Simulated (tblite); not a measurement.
C4H8NO2Si (doublet state).
Cartesian coordinates in Å at the GFN2-xTB level; atoms count from 1:
```xyz
16
C4H8NO2Si angstrom
C      3.0954   -0.2317   -0.2278
N      2.0637   -0.8773    0.2551
C      0.8951   -0.3513    0.4568
O     -0.0117   -1.0583    1.1532
C     -1.2577   -1.3306    0.4811
Si    -2.0893    0.3187   -0.0336
C     -0.6363    1.4727    0.4320
O      0.5671    0.8763   -0.0371
H      3.1105    0.8369   -0.4033
H      3.9744   -0.8136   -0.4347
H     -1.0574   -1.9950   -0.3666
H     -1.8360   -1.8926    1.2145
H     -3.2694    0.6297    0.7697
H     -2.3193    0.3515   -1.4776
H     -0.6674    2.4534   -0.0420
H     -0.5693    1.6203    1.5165
```

Level: GFN2-xTB in tblite, geometry and Hessian alike; calculated harmonic values, unscaled, isolated species. The method is semi-empirical: single wavenumbers can be off by several per cent or more. Modes of hydrogen on silicon can be 10 to 20 % off. One conformer, not necessarily the lowest. Open shells enter through the occupations alone, without spin polarisation, and single modes of such species can be off by tens of per cent.

Harmonic wavenumbers (cm⁻¹): 40.0, 107.5, 147.5, 192.8, 219.5, 302.8, 326.1, 433.0, 471.4, 516.4, 528.5, 592.7, 625.3, 646.1, 691.7, 718.5, 729.8, 748.4, 761.6, 790.2, 829.4, 984.4, 1033.8, 1106.4, 1150.9, 1191.9, 1219.7, 1255.1, 1266.5, 1324.8, 1436.3, 1442.7, 1447.3, 1518.7, 2284.1, 2295.1, 2897.3, 2903.9, 2985.2, 2989.8, 3012.1, 3131.7.

A = 3804, B = 1232, C = 1012 MHz; mass 130.032 u (most abundant isotopes); point group C1, symmetry number 1; spin multiplicity 2.

**Question.** What is the zero-point energy?

**Answer.** Half the sum of the wavenumbers: 24648 cm⁻¹ = 70.47 kcal/mol.

**Question.** Give the ideal-gas entropy at 500 K and 1 bar in the rigid-rotor, harmonic-oscillator model (classical rotation).

**Answer.** Translation 43.10, rotation 30.15, vibration 43.26, spin (R ln 2) 1.38: S = 117.9 cal/(mol K).

**Question.** And Cp and H(500 K) − H(0)?

**Answer.** Cp = 52.45 cal/(mol K), of which vibrations give 44.50 (their classical limit is 42 R = 83.5); H(500 K) − H(0) = 15.47 kcal/mol without the zero-point energy, 11.49 from vibrations.

**Question.** Which modes carry the vibrational entropy at 500 K?

**Answer.** 40.0 cm⁻¹: 6.28; 107.5 cm⁻¹: 4.33; 147.5 cm⁻¹: 3.71; 192.8 cm⁻¹: 3.18; 219.5 cm⁻¹: 2.93; 302.8 cm⁻¹: 2.32 cal/(mol K); the other 36 give 20.50 together.

**Question.** How do the functions run with temperature in this model?

**Answer.** 
```json
{"T (K)": "50", "S (cal/(mol K))": "58.7", "Cp (cal/(mol K))": "11.6", "H − H(0) (kcal/mol)": "0.47", "G − H(0) (kcal/mol)": "-2.46", "ln q(vib)": "0.45"}
{"T (K)": "100", "S (cal/(mol K))": "68.3", "Cp (cal/(mol K))": "16.3", "H − H(0) (kcal/mol)": "1.17", "G − H(0) (kcal/mol)": "-5.65", "ln q(vib)": "1.33"}
{"T (K)": "298.15", "S (cal/(mol K))": "95.0", "Cp (cal/(mol K))": "36.4", "H − H(0) (kcal/mol)": "6.38", "G − H(0) (kcal/mol)": "-21.93", "ln q(vib)": "5.54"}
{"T (K)": "373.15", "S (cal/(mol K))": "103.9", "Cp (cal/(mol K))": "43.2", "H − H(0) (kcal/mol)": "9.37", "G − H(0) (kcal/mol)": "-29.39", "ln q(vib)": "7.26"}
{"T (K)": "750", "S (cal/(mol K))": "141.6", "Cp (cal/(mol K))": "64.6", "H − H(0) (kcal/mol)": "30.22", "G − H(0) (kcal/mol)": "-76.01", "ln q(vib)": "15.83"}
{"T (K)": "1000", "S (cal/(mol K))": "161.3", "Cp (cal/(mol K))": "72.1", "H − H(0) (kcal/mol)": "47.38", "G − H(0) (kcal/mol)": "-113.96", "ln q(vib)": "21.02"}
```

q(vib) and H(0) count from the zero-point level.

**Question.** What must be added to the electronic energy to get the Gibbs energy at 500 K and 1 bar?

**Answer.** ZPE + [H(500 K) − H(0)] − T·S = 70.47 + 15.47 − 58.94 = 27.00 kcal/mol.

Hindered rotation and anharmonicity are outside this model. Other conformers, if any are populated, would add a mixing term that is left out. The structure is chiral; the term R ln 2 for an equal mix with its mirror image is left out.

Time: 0.42 s of wall time. Hardware: AMD EPYC 9R45, one thread, on a shared host. This covers the Hessian and the dipole derivatives.
